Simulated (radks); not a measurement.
Values are calculated unless marked as measured or tabulated.
The lead ion Pb3+, configuration [Xe] 4f14 5d10 6d1 (not the ground configuration).

Code: a radial shooting solver on a logarithmic mesh with Libxc functionals. Model: Dirac Kohn-Sham, BLYP, spin-unpolarised, spherical densities, point nucleus; open shells are shared between the two j in proportion to 2j + 1.

Energy parts (hartree):
part                       energy
total                 -20926.8556
kinetic                24370.0378
electron-nucleus      -52881.8239
Hartree                 7975.2632
exchange-correlation    -390.3326

Orbitals (lengths in bohr, moments of r in powers of bohr):
\begin{tabular}{lrrr}
orbital & occ. & eigenvalue (hartree) & <r> \\ \hline
1s1/2 & 2 & -3234.792 & 0.01604 \\
2s1/2 & 2 & -579.0632 & 0.06689 \\
2p1/2 & 2 & -556.0876 & 0.05487 \\
2p3/2 & 4 & -475.5844 & 0.06379 \\
3s1/2 & 2 & -139.9011 & 0.1739 \\
3p1/2 & 2 & -129.5466 & 0.1644 \\
3p3/2 & 4 & -111.5854 & 0.1807 \\
3d3/2 & 4 & -94.58979 & 0.1570 \\
3d5/2 & 6 & -90.76846 & 0.1619 \\
4s1/2 & 2 & -32.60184 & 0.3841 \\
4p1/2 & 2 & -28.12333 & 0.3853 \\
4p3/2 & 4 & -23.72513 & 0.4199 \\
4d3/2 & 4 & -16.43778 & 0.4246 \\
4d5/2 & 6 & -15.61721 & 0.4357 \\
5s1/2 & 2 & -6.49243 & 0.8535 \\
4f5/2 & 6 & -6.18291 & 0.4508 \\
4f7/2 & 8 & -5.99794 & 0.4571 \\
5p1/2 & 2 & -4.96330 & 0.9114 \\
5p3/2 & 4 & -4.13745 & 1.002 \\
5d3/2 & 4 & -2.01924 & 1.245 \\
5d5/2 & 6 & -1.91987 & 1.285 \\
6d3/2 & 0.4 & -0.61582 & 3.576 \\
6d5/2 & 0.6 & -0.60414 & 3.648 \\
\end{tabular}

The highest occupied level is 6d5/2 at -16.440 eV. The density falls to 0.001 e/bohr^3 at r = 4.38 bohr.
